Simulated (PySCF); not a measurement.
## NaSr: energy against distance

Set-up: Na def2-SVP, Sr def2-SVP with ECP28; scalar-relativistic core potentials (PySCF 2.14). Energies in eV from Na + Sr in their ground configurations at the same level. State: ²Σ⁺ (doublet), unpaired electrons σ ↑.

All columns are PBE0. A positive dipole means Na(−)Sr(+).

| R (Å) | E (eV) | μ (D) | Mulliken charge on Na (basis-dependent) | HOMO (eV) | LUMO (eV) | Mayer bond order | ⟨S²⟩ |
| --- | --- | --- | --- | --- | --- | --- | --- |
| 3.363 | -0.149 | -0.43 | -0.14 | -3.09 | -1.59 | 0.71 | 0.76 |
| 3.519 | -0.218 | -0.43 | -0.12 | -3.11 | -1.61 | 0.68 | 0.77 |
| 3.675 | -0.256 | -0.42 | -0.09 | -3.14 | -1.64 | 0.65 | 0.77 |
| 3.793 | -0.269 | -0.41 | -0.07 | -3.16 | -1.66 | 0.62 | 0.77 |
| 3.910 | -0.272 | -0.39 | -0.06 | -3.18 | -1.68 | 0.59 | 0.77 |
| 4.027 | -0.268 | -0.38 | -0.04 | -3.21 | -1.69 | 0.55 | 0.77 |
| 4.184 | -0.255 | -0.37 | -0.02 | -3.23 | -1.70 | 0.51 | 0.77 |
| 4.379 | -0.230 | -0.35 | 0.00 | -3.27 | -1.71 | 0.45 | 0.77 |
| 4.614 | -0.197 | -0.35 | 0.01 | -3.31 | -1.71 | 0.37 | 0.76 |
| 4.927 | -0.152 | -0.35 | 0.02 | -3.37 | -1.69 | 0.28 | 0.76 |

A fit through these points gives, at Re = 3.898 Å, μ = -0.40 D and dμ/dR = 0.118 D/Å; the reduced mass is 18.22 u.

**Question.** How strong is the fundamental in the double-harmonic approximation, I = 42.26·(dμ/dR)²/μred km/mol?

**Answer.** I = 42.26·(0.118)²/18.22 = 0.0323 km/mol at PBE0.

The bond is weak. Basis-set superposition, not corrected here, can be much of De in a small basis, most of all at correlated wavefunction levels. Functionals without a dispersion term scatter widely for such bonds, and LDA overbinds them. Spin–orbit coupling is left out. The state was picked by a PBE0 search and need not be the measured ground state.
